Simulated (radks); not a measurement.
Results of a calculation; reference values are marked as such.
Pb37+, 45 electrons, occupied as [Kr] 4d9.

Level of theory: scalar-relativistic Kohn-Sham, r2SCAN, spin-unpolarised, spherical densities, finite nucleus; meta-GGA in the generalised Kohn-Sham scheme; Fermi nuclear charge, rms radius 5.5012 fm (a radial shooting solver on a logarithmic mesh with Libxc functionals).

Energy parts (eV):
part                       energy
total                  -546805.48
kinetic                 620431.03
electron-nucleus      -1292798.00
Hartree                 134389.83
exchange-correlation     -8828.34

Orbitals (lengths in bohr, moments of r in powers of bohr; r(max) is where P^2 peaks; r(90%) holds 90 % of the orbital's charge):
orbital  occ.  eigenvalue (eV)  r(90%)    r(max)      <r>  <1/r>
1s          2        -89711.38  0.0294  0.009845  0.01606  101.3
2s          2        -17339.64   0.105   0.05715  0.06761  23.80
2p          6        -15092.12   0.100   0.04762  0.06146  20.90
3s          2        -5328.592   0.254    0.1607   0.1734  8.891
3p          6        -4679.766   0.261    0.1607   0.1750  8.049
3d         10        -4023.687   0.245    0.1311   0.1585  7.535
4s          2        -2241.088   0.510    0.3494   0.3599  4.109
4p          6        -2008.680   0.536    0.3639   0.3752  3.775
4d          9        -1750.557   0.550    0.3608   0.3773  3.508
5s          0        -1200.474   0.888    0.6489   0.6398  2.271
5p          0        -1101.012   0.937    0.6838   0.6724  2.110

The highest occupied level is 4d at -1750.6 eV. For comparison, the ionisation energy in NIST's Atomic Spectra Database is 1760 eV (theoretical). In exact Kohn-Sham theory the highest level is minus the ionisation energy, but local and semilocal functionals leave it too shallow, through self-interaction and a potential that decays too fast; potentials with the right tail come closer. The electron density at the nucleus is 2.954e+06 e/bohr^3 (large components only). Summed over all electrons, <r^2> = 3.325 bohr^2, which gives a Langevin (diamagnetic) susceptibility term of -2.63 x 10^-6 cm^3/mol. The density falls to 0.001 e/bohr^3 at r = 1.05 bohr.

Beside tabulated values, note that spin-unpolarised runs miss the spin-polarisation part of the exchange energy of open shells, and scalar-relativistic runs lack spin-orbit coupling.
